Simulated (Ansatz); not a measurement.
Reaction (formal exchange of groups at the Al–O bond): `C[O][AlH][CH2]F` + CH₃OH → `[OH][AlH][CH2]F` + `COC`

Computed with Ansatz on PBE0-D4/def2-TZVP structures; ΔE is electronic, products minus reactants. CBS: MP2 limit from def2 TZ/QZ plus the TZ coupled-cluster correction, frozen cores. This one scheme is used for every species. DFT in def2-TZVPP. B3LYP here is the variant with VWN-RPA as its local correlation; programs differ in this. One conformer a species, not always the lowest.

Task: Is it downhill or uphill in electronic energy at CCSD(T)/CBS, and by how much? (An estimate is asked.)

Result: The calculation gave: Downhill: ΔE = -0.23 eV.

Task: What do these levels give: PBE-D4, r2SCAN-D4, B3LYP-D4, PBE, r2SCAN, HF/def2-TZVPP, MP2/def2-TZVPP, SCS-MP2/def2-TZVPP, CCSD/def2-TZVPP, HF/def2-QZVPP, HF/CBS(def2), CCSD/CBS(def2)? (Best estimate.)

Result: Ansatz gave: PBE-D4 -0.22, r2SCAN-D4 -0.23, B3LYP-D4 -0.20, PBE -0.23, r2SCAN -0.24, HF/def2-TZVPP -0.20, MP2/def2-TZVPP -0.25, SCS-MP2/def2-TZVPP -0.23, CCSD/def2-TZVPP -0.22, HF/def2-QZVPP -0.19, HF/CBS(def2) -0.19, CCSD/CBS(def2) -0.22 eV.

Largest T1 diagnostic among the species: 0.012.

In def2-TZVPP, CCSD(T) changes the Hartree–Fock value by −0.03 eV (the triples alone add −0.01 eV) and MP2 by −0.05 eV.
